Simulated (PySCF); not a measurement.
# An isoelectronic set: 64 electrons

CCSD(T) in PySCF with def2-SVPD on every atom (core potentials on In, Sn, Sb), for the lowest determinant that a PBE0 search found; no spin–orbit coupling. All have 64 electrons, 8 of them in the valence shells, and the same state, a triplet (π ↑↑). For ions De leads to the atom and ion picked by measured ionisation energies and electron affinities.

```
species  difference of nuclear charges  Re (Å)  ωe (cm⁻¹)  k (mdyn/Å)  De (eV)  dissociates to
    InP                             34   2.694        248       0.884     1.53          In + P
   SiSn                             36   2.547        339        1.54     2.29         Si + Sn
   AlSb                             38   2.770        251       0.820     1.47         Al + Sb
   InS⁺                             33   3.222        113       0.188     0.45         In⁺ + S
```

Q: Which member of the whole set has the stiffest bond, and how does it compare with the softest?

A: SiSn with k = 1.54 mdyn/Å, 8.2 times that of InS⁺.

Correlated steps freeze 9 core orbitals. Weak bonds: InS⁺. Basis-set superposition, not corrected here, can be much of De in a small basis, most of all at correlated wavefunction levels. Spin–orbit coupling is left out, which matters for elements this heavy, above all for dissociation energies. For an ion De counts to the pair picked by the measured ionisation energies or electron affinities, which need not be the lowest pair at this level. States were picked by a PBE0 search and need not be the measured ground states.
